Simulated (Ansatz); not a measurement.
C₂H₇N₂ (SMILES N[CH]CN), doublet, geometry from GFN2-xTB; WB97X/3-21G run with Ansatz (a quantum-chemistry and plane-wave program).

The Ansatz input:
Ansatz 0.2 input:
```yaml
crystal:
  periodic: [false, false, false]
  atoms:
    - {symbol: N, position_ang: [1.63046348, -0.22431248, 0.11439364]}
    - {symbol: C, position_ang: [0.61929762, 0.66088393, -0.24329691]}
    - {symbol: C, position_ang: [-0.71097345, 0.12750695, -0.60373663]}
    - {symbol: N, position_ang: [-1.35785510, -0.49111007, 0.57458186]}
    - {symbol: H, position_ang: [1.27832165, -1.14852527, 0.32697143]}
    - {symbol: H, position_ang: [2.27941290, 0.11582166, 0.81118175]}
    - {symbol: H, position_ang: [0.79304946, 1.71005148, -0.09875929]}
    - {symbol: H, position_ang: [-1.31965871, 0.92999604, -1.04701701]}
    - {symbol: H, position_ang: [-0.61581641, -0.67933913, -1.34207072]}
    - {symbol: H, position_ang: [-1.50666301, 0.21378404, 1.29084288]}
    - {symbol: H, position_ang: [-2.26684945, -0.86417632, 0.31822384]}
basis:
  gaussian:
    orbitals: 3-21G.json
hamiltonian:
  xc: {name: wB97X}
magnetization: {spin_polarized: true, initial_magnetization: 1}
```
The basis file holds 3-21G in the JSON format of the Basis Set Exchange.

**Question.** Write the output that Ansatz gives for this input, abridged.

**Answer.** 
```
Functional definition: wB97X
657 factors; integrals over basis functions are off by at most 9.9e-4 eV
241 factors; integrals over basis functions are off by at most 5.0e-6 eV
mean field evaluation 1: about -5133.4082 eV, gradient 2.7e1 eV
mean field evaluation 2: about -5134.8637 eV, gradient 1.9e1 eV
mean field evaluation 4: about -5136.2158 eV, gradient 8.1e-1 eV
mean field evaluation 8: about -5136.2568 eV, gradient 3.6e-2 eV
mean field evaluation 16: about -5136.2568 eV, gradient 6.5e-5 eV
mean field -5136.25680057 eV, -188.7539559410 hartree, gradient 6.5e-5 eV, S^2 0.753281; 0 other end points of the search recorded, 0 dependent functions left out
reference -5136.25678379 eV, -188.7539553243 hartree; 17, 16 occupied and 33, 34 virtual orbitals, 657 factors
Total energy: -5136.25678379 eV, -188.7539553243 hartree
```
